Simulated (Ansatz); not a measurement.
SbTe₂⁺, relaxed as a singlet with RKS PBE0-D4/def2-SVP in Ansatz, starting from the GFN1-xTB geometry. Force threshold 0.02 eV/Å.

In the def2 sets Sb, Te take a core potential; there is no spin–orbit coupling. The structure comes from a short search, and lower isomers may exist.

Start:

```csv
atom,x (Å),y (Å),z (Å)
Sb1,-1.552,0.426,-1.326
Te2,1.468,0.760,1.294
Te3,0.084,-1.186,0.032
```

```csv
step,energy (eV),largest force component (eV/Å),SCF passes
1,-21117.4569,1.032,36
2,-21117.8684,0.861,39
3,-21118.2620,1.710,43
4,-21118.7452,1.167,54
5,-21119.0214,1.062,40
6,-21119.0660,0.212,39
7,-21119.0691,0.039,36
8,-21119.0691,0.001,31
```

Force components are those of the run's own axes.

End:

```tsv
atom	x (Å)	y (Å)	z (Å)
Sb1	-1.030	0.650	-0.868
Te2	0.965	0.968	0.867
Te3	0.065	-1.618	0.000
```

Bonds formed: Sb1–Te2 (atoms count from 1). The end is the same structure that another start reached, the lowest one found.

No frequencies were taken in this run, so the end may be a saddle point.

Run time 11 s (4 threads of Intel Xeon Platinum 8488C on a shared host).
